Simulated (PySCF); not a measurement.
## Carbon: a sound run and one with changed settings

Sound run: C⁺ [He] 2s2 2p1, C²⁺ [He] 2s2. All numbers are calculated (PySCF 2.14, the non-relativistic Hamiltonian (point nucleus), in 6-31G* (3s2p1d, 14 functions)). In the sound run the correlated levels freeze 1s2. The sound run starts from symmetry-adapted Hartree-Fock orbitals and uses a fine grid where one is needed.

Changed run: basis STO-3G. This setting is unsound on purpose.

```csv
species,method,sound run (hartree),changed run (hartree),converged
C⁺,UHF,-37.28672,-36.87037,yes
C⁺,r2SCAN,-37.39416,-36.97170,yes
C⁺,M06-2X,-37.41640,-37.00670,yes
C⁺,MP2,-37.32942,-36.89090,yes
C⁺,CCSD(T),-37.35440,-36.91145,yes
C²⁺,UHF,-36.39726,-35.97831,yes
C²⁺,r2SCAN,-36.47423,-36.04962,yes
C²⁺,M06-2X,-36.51396,-36.09655,yes
C²⁺,MP2,-36.43770,-36.01050,yes
C²⁺,CCSD(T),-36.46938,-36.04086,yes
```

Ionisation energy of C⁺:

```json
{"method": "UHF", "sound run (eV)": "24.203", "changed run (eV)": "24.274"}
{"method": "r2SCAN", "sound run (eV)": "25.033", "changed run (eV)": "25.091"}
{"method": "M06-2X", "sound run (eV)": "24.557", "changed run (eV)": "24.766"}
{"method": "MP2", "sound run (eV)": "24.265", "changed run (eV)": "23.957"}
{"method": "SCS-MP2", "sound run (eV)": "24.219", "changed run (eV)": "23.893"}
{"method": "CCSD", "sound run (eV)": "24.063", "changed run (eV)": "23.690"}
{"method": "CCSD(T)", "sound run (eV)": "24.083", "changed run (eV)": "23.690"}
```

A minimal basis cannot let orbitals breathe on ionisation and holds almost no correlation.

For comparison, NIST gives 24.383 eV between the lowest levels.
